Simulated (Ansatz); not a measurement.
System: CuCl, charge 0, multiplicity 1. 
Structure (B3LYP-D3(BJ)/def2-TZVP (Ansatz, a quantum-chemistry and plane-wave program) minimum search):
SMILES: [Cu][Cl]
```xyz
2

Cu     0.0000     0.0000    -0.7732
Cl     0.0000     0.0000     1.3190
```
Charge 0, spin multiplicity 1.

Dipole moments at this geometry, in debye (magnitudes).

| level | program | dipole (D) |
|---|---|---|
| SVWN5/def2-TZVPD | Ansatz | 4.46 |
| PBE/def2-TZVPD | Ansatz | 4.58 |
| BLYP/def2-TZVPD | Ansatz | 4.43 |
| revPBE/def2-TZVPD | Ansatz | 4.64 |
| r2SCAN/def2-TZVPD | Ansatz | 4.95 |
| B97M-V/def2-TZVPD | Ansatz | 4.90 |
| PBE0/def2-TZVPD | Ansatz | 5.29 |
| r2SCANh/def2-TZVPD | Ansatz | 5.18 |
| CAM-B3LYP/def2-TZVPD | Ansatz | 5.36 |
| LC-wPBE/def2-TZVPD | Ansatz | 5.66 |
| wB97M-V/def2-TZVPD | Ansatz | 5.48 |
| wB97X-V/def2-TZVPD | Ansatz | 5.60 |
| CCSD(T)/def2-SVPD | Ansatz | 6.18 |
